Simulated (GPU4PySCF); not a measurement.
# From computed data to an observable: oscillator strength and radiative lifetime

Cu(MeCN)4 (C8H12CuN4), SMILES CC#[N]->[Cu+](<-[N]#CC)(<-[N]#CC)<-[N]#CC, charge +1, multiplicity 1.

Geometry: PBE0-D3(BJ)/def2-TZVP. The spin state was assumed, not searched. The isomer is the one that the SMILES or the coordinates give; other isomers of the formula were not compared.

TDDFT-PBE/def2-SVPD (GPU4PySCF) puts the first singlet state with f over 0.02 at 4.35 eV (vertical), with the transition dipole (0.046, -0.347, 0.421) in atomic units.

Find the oscillator strength, the wavelength and the radiative lifetime that this transition would have in vacuum if emission retraced absorption.


|μ|² = 0.2998 au, so |μ| = 1.39 D. ΔE = 4.35/27.211 = 0.1599 hartree. f = (2/3) ΔE |μ|² = 0.032 (the program prints 0.032).
λ = 1239.84/4.35 = 285 nm; ν = 35085 cm⁻¹.
Einstein's coefficient A = 0.6670 ν² f s⁻¹ (ν in cm⁻¹) = 2.6e7 s⁻¹, so τ = 1/A = 38 ns. This state is S6; the lower singlets have f = 0.000, 0.000, 0.000, 0.000, 0.000. The figure is the radiative limit of this one transition; relaxation, internal conversion, crossing to triplets and a medium change what is measured.
